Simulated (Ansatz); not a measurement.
Ligand-field states of [Ni(SH)4]2- (NiH₄S₄²⁻) at its B3LYP-D4/def2-SVPD geometry (relaxed as a singlet).

| atom | x (Å) | y (Å) | z (Å) |
| --- | --- | --- | --- |
| Ni1 | -0.001 | 0.000 | 0.001 |
| S2 | 0.236 | -2.204 | 0.597 |
| H3 | 1.536 | -2.245 | 0.985 |
| S4 | -0.221 | 2.191 | -0.647 |
| H5 | -1.513 | 2.226 | -1.061 |
| S6 | 2.182 | 0.394 | 0.593 |
| H7 | 2.311 | 1.714 | 0.306 |
| S8 | -2.199 | -0.380 | -0.536 |
| H9 | -2.331 | -1.698 | -0.238 |

CASSCF(8,5) on the Ni 3d shell in def2-SVP, averaged with equal weights over 10 triplets and 15 singlets, then SC-NEVPT2; Ansatz, no spin–orbit coupling. The space holds no ligand orbitals and no second d shell, so covalent complexes are described poorly.

**Question.** Estimate the states' energies above the lowest.

**Answer.** 
```csv
state,CASSCF (eV),NEVPT2 (eV)
triplet 1,0.00,0.03
triplet 2,0.02,0.00
triplet 3,0.02,0.00
triplet 4,0.71,1.00
triplet 5,1.20,1.87
triplet 6,1.20,1.87
triplet 7,1.33,2.10
triplet 8,2.53,2.56
triplet 9,3.41,3.69
triplet 10,3.41,3.69
singlet 1,1.22,0.36
singlet 2,2.08,1.85
singlet 3,2.08,1.85
singlet 4,2.10,1.95
singlet 5,2.71,2.56
singlet 6,3.18,3.62
singlet 7,3.66,4.16
singlet 8,3.79,4.15
singlet 9,3.79,4.15
singlet 10,3.90,4.15
singlet 11,4.26,4.69
singlet 12,4.31,4.73
singlet 13,4.31,4.73
singlet 14,4.35,4.78
singlet 15,8.27,7.93
```
The lowest NEVPT2 state is a triplet. Hardware: 4 threads of Intel Xeon 6975P-C on a shared host. Wall time 12 s, peak host memory 0.84 GiB.
